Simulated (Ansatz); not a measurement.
`C[NH][Zr]([NH]C)([NH]C)[NH]C`, relaxed with RKS PBE0-D4/def2-TZVP in the Gaussian-basis code of Ansatz from a GFN2-xTB geometry. The force threshold is 0.005 eV/Å; the program also tests the step.

Charge 0, multiplicity 1. Zr takes the def2 core potential.

Start:

```xyz
25

C     0.202    2.055   -1.876
N    -0.186    2.068   -0.472
Zr   -0.320    0.160    0.222
N    -2.012   -0.875   -0.242
C    -2.219   -0.765   -1.678
N    -0.157    0.274    2.242
C    -0.259   -1.068    2.796
N     1.262   -0.904   -0.491
C     2.488   -0.450    0.146
H     0.328    3.082   -2.263
H    -0.599    1.586   -2.465
H     1.152    1.510   -2.077
H     0.540    2.590    0.048
H    -2.873   -0.552    0.228
H    -2.557    0.243   -2.003
H    -2.982   -1.484   -2.030
H    -1.273   -1.014   -2.190
H     0.684    0.723    2.637
H    -1.123   -1.578    2.340
H    -0.426   -1.039    3.888
H     0.647   -1.693    2.630
H     1.172   -1.918   -0.316
H     3.378   -0.896   -0.336
H     2.574    0.643    0.033
H     2.558   -0.699    1.228
```

| step | energy (eV) | largest force (eV/Å) | largest move (Å) |
| --- | --- | --- | --- |
| 1 | -11643.3756 | 1.253 | 0.000 |
| 2 | -11643.9112 | 0.979 | 0.199 |
| 3 | -11644.1142 | 0.863 | 0.195 |
| 4 | -11644.3171 | 0.284 | 0.200 |
| 5 | -11644.3818 | 0.231 | 0.200 |
| 6 | -11644.4315 | 0.355 | 0.196 |
| 7 | -11644.4856 | 0.108 | 0.200 |
| 8 | -11644.5107 | 0.351 | 0.194 |
| 9 | -11644.5234 | 0.569 | 0.199 |
| 10 | -11644.5479 | 0.328 | 0.154 |
| 11 | -11644.5720 | 0.102 | 0.200 |
| 12 | -11644.5861 | 0.249 | 0.195 |
| 13 | -11644.5910 | 0.402 | 0.195 |
| 14 | -11644.6086 | 0.158 | 0.107 |
| 15 | -11644.6173 | 0.032 | 0.103 |
| 16 | -11644.6229 | 0.167 | 0.186 |
| 17 | -11644.6255 | 0.116 | 0.092 |
| 18 | -11644.6271 | 0.030 | 0.055 |
| 19 | -11644.6274 | 0.012 | 0.041 |
| 20 | -11644.6275 | 0.024 | 0.026 |
| 21 | -11644.6275 | 0.004 | 0.003 |

End:

```xyz
25

C     0.113    2.547   -1.660
N     0.326    1.897   -0.386
Zr   -0.285    0.059    0.298
N    -1.999   -0.589   -0.625
C    -2.093   -0.794   -2.054
N    -0.546    0.147    2.325
C    -0.062   -0.649    3.431
N     1.172   -1.328   -0.096
C     2.594   -1.192   -0.318
H    -0.473    3.472   -1.575
H    -0.444    1.886   -2.332
H     1.053    2.796   -2.170
H     0.827    2.507    0.248
H    -2.871   -0.800   -0.162
H    -2.813   -0.121   -2.538
H    -2.368   -1.823   -2.319
H    -1.121   -0.605   -2.527
H    -1.097    0.931    2.663
H     0.550   -1.469    3.049
H    -0.876   -1.095    4.017
H     0.565   -0.073    4.124
H     0.873   -2.284   -0.257
H     2.896   -1.485   -1.333
H     2.891   -0.148   -0.188
H     3.189   -1.787    0.387
```

Hardware: 4 threads of an AMD EPYC 7R13 on a shared host and a share of an NVIDIA H100 80 GB. Wall time 64 s, peak host memory 1 GiB.
